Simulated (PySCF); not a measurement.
The group X on silaethenyl-X is varied. All species are isolated molecules in the gas phase. One relaxed conformer stands for each flexible species; it need not be the lowest. Strings in code marks are SMILES.

The numbers are results of PBE0-D3(BJ)/def2-TZVP run with PySCF 2.14.0, not measurements. Delta-SCF ions had no search for a lower state. Excitations are Tamm–Dancoff values on a coarser integration grid. The basis has no diffuse functions, so Rydberg states are missing or too high.

| species | HOMO–LUMO gap (eV) | vertical ionisation energy (Delta-SCF) (eV) | S1–T1 gap (TDA) (eV) | brightest of the four lowest singlets (TDA) (eV) | S1 oscillator strength |
|---|---|---|---|---|---|
| X = chloro | 5.56 | ? | ? | 5.60 | ? |
| X = methoxy (`C=[SiH]OC` (C–Si–O–C torsion 0°)) | ? | 8.17 | ? | 5.74 | 0.046 |
| X = methylthio | 5.41 | 7.96 | 1.84 | 5.27 | 0.012 |
| X = methylsulfinyl (`C=[SiH][S@@](C)=O` (C–Si–S–O torsion 10°)) | 5.01 | 8.41 | 1.56 | 5.12 | 0.039 |

Q: What belongs in the gaps?

A: 
- X = chloro, vertical ionisation energy (Delta-SCF) (eV): 8.67
- X = chloro, S1–T1 gap (TDA) (eV): 2.39
- X = chloro, S1 oscillator strength: 0.025
- X = methoxy (`C=[SiH]OC` (C–Si–O–C torsion 0°)), HOMO–LUMO gap (eV): 5.87
- X = methoxy (`C=[SiH]OC` (C–Si–O–C torsion 0°)), S1–T1 gap (TDA) (eV): 2.09
